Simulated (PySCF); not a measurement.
Species: (HZn-mu-OH)2 (singlet state).
Bonds: Zn1–O3, Zn1–O6, O3–Zn4, Zn4–O6. Hydrogens: H2 on Zn1; H7 on O3; H5 on Zn4; H8 on O6.

Computed with PBE0-D3(BJ)/def2-SVP geometry optimisation, gas phase in PySCF.

(1) What internal coordinates does the optimisation give?

Answers

(1) 
| bond | length (Å) |
| --- | --- |
| Zn1–H2, Zn4–H5 | 1.544 |
| Zn1–O3 and 3 like bonds | 1.937 |
| O3–H7, O6–H8 | 0.958 |

Bonds in one row agree within 0.01 Å and their mean is given. A selection of angles:
| angle | degrees |
| --- | --- |
| H2–Zn1–O3 | 140.3 |
| O3–Zn1–O6 | 79.7 |
| Zn1–O3–Zn4 | 100.3 |
| Zn1–O3–H7 | 129.9 |
| H5–Zn4–O6 | 140.7 |

Dihedral angles: O6–Zn1–O3–Zn4 -2° (synperiplanar); O3–Zn1–O6–Zn4 2° (synperiplanar); Zn1–O3–Zn4–O6 2° (synperiplanar); O3–Zn4–O6–Zn1 -2° (synperiplanar).

O3 (oxygen bonded to 2 Zn and H) is planar (angles 129.9°, 129.6° and 100.3°, sum 359.8°, 0.04 Å off the plane of its three neighbours). The 4 heavy atoms lie in one plane (0.014 Å rms). All 4 O–Zn bonds measure 1.936 to 1.938 Å. Zn1 (zinc bonded to 2 O and H) is planar (angles 140.3°, 140.0° and 79.7°, sum 360.0°, 0.00 Å off the plane of its three neighbours).

Point group: near D2h, missed by 0.08 Å at most; the miss may be what the optimiser left on a soft mode (C2v holds within 0.08 Å). Not checked by PBE0-D3(BJ)/def2-SVP frequencies.
